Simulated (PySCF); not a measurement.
Compound: C4HF3N2O2.
SMILES with atom numbers: `[O:1]=[CH:2][c:3]1[n:4][n:5][c:6]([C:7]([F:8])([F:9])[F:10])[o:11]1`

NICS = −σ at a ghost point: NICS(0) at the centroid of the ring atoms, NICS(1) 1 Å to either side along the normal of their mean plane, zz for the tensor component along that normal. Level: GIAO PBE0/pcSseg-1 (PySCF, non-relativistic, gas phase) on the GFN2-xTB geometry, one conformer.

Ring bond lengths (Å), with Mayer bond orders in brackets: C3–N4 1.303 (1.58), N4–N5 1.327 (1.22), N5–C6 1.298 (1.61), C6–O11 1.335 (1.10), O11–C3 1.349 (1.06).

Question: Give the NICS values of each ring in ppm.

Answer: 
```
           ring                                                       type  NICS(0)  NICS(1), two faces  NICS(1)zz, two faces  rms pucker (Å)  centre to ring atoms, mean (Å)
C3–N4–N5–C6–O11  5-membered ring with 2 N and O; formal bonds all aromatic    -10.7       -11.4 / -11.4         -28.1 / -28.1            0.00                            1.12
```

Question: What can be read from them?

Answer: 
- C3–N4–N5–C6–O11: mean NICS(1)zz -28.1 ppm, shielded, aromatic by this magnetic criterion (flat ring, no four-coordinate atom).

Question: What does the geometric index give? Use HOMA with the parameters of Krygowski (1993).

Answer: 
- C3–N4–N5–C6–O11: HOMA 0.57; the largest term is that of O11–C3, α(R − Ropt)² = 1.12.

Question: At the second NICS(1) probe listed for ring C3–N4–N5–C6–O11, 1 Å off the ring, what do the in-plane components average?

Answer: The isotropic value is a third of the trace: (3 × -11.4 − (-28.1))/2 = -3.1 ppm.

Question: What are the shieldings of the ring atoms and their hydrogens in the same run (means over atoms taken as equivalent)?

Answer: 
```tsv
atoms	environment	σ isotropic (ppm)
C3	substituted aromatic carbon	17.3
N4	pyridine-type nitrogen	-121.9
N5	pyridine-type nitrogen	-101.3
C6	substituted aromatic carbon	24.1
O11	furan-type oxygen	8.2
```

Shape of the structure used: `[O:1]=[CH:2][c:3]1[n:4][n:5][c:6]([C:7]([F:8])([F:9])[F:10])[o:11]1`: O1–C2–C3–N4 180°, N5–C6–C7–F8 0°.
